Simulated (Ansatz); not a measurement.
CH5FOSSi can be A, `OC(S)[SiH2]F`, or B, `OC[SiH](F)S`.

Calculated with Ansatz (gas phase, PBE0-D4/def2-TZVP geometries, no zero-point term in ΔE). CCSD(T)/CBS is the MP2 limit (def2-TZVPP, def2-QZVPP) plus CCSD(T) − MP2 in def2-TZVPP, frozen cores. Functionals use def2-TZVPP. B3LYP here is the variant with VWN-RPA as its local correlation; programs differ in this. Each species was taken in one conformer, which may not be the lowest.

**Question.** Which is lower in electronic energy at CCSD(T)/CBS, and by how much? (Best estimate.)

**Answer.** The calculation gave: B, by 102.3 kJ/mol.

**Question.** Give E(B) − E(A) in kJ/mol with CCSD(T)/def2-TZVPP, B2PLYP, MP2/def2-TZVPP, PBE0-D4, HF/def2-TZVPP, ωB97M-V, B3LYP-D4. (Estimate.)

**Answer.** Computed: CCSD(T)/def2-TZVPP -101.5, B2PLYP -102.3, MP2/def2-TZVPP -103.1, PBE0-D4 -104.7, HF/def2-TZVPP -102.6, ωB97M-V -103.8, B3LYP-D4 -101.4. None reverses the order clearly.

Largest T1 diagnostic: 0.012.
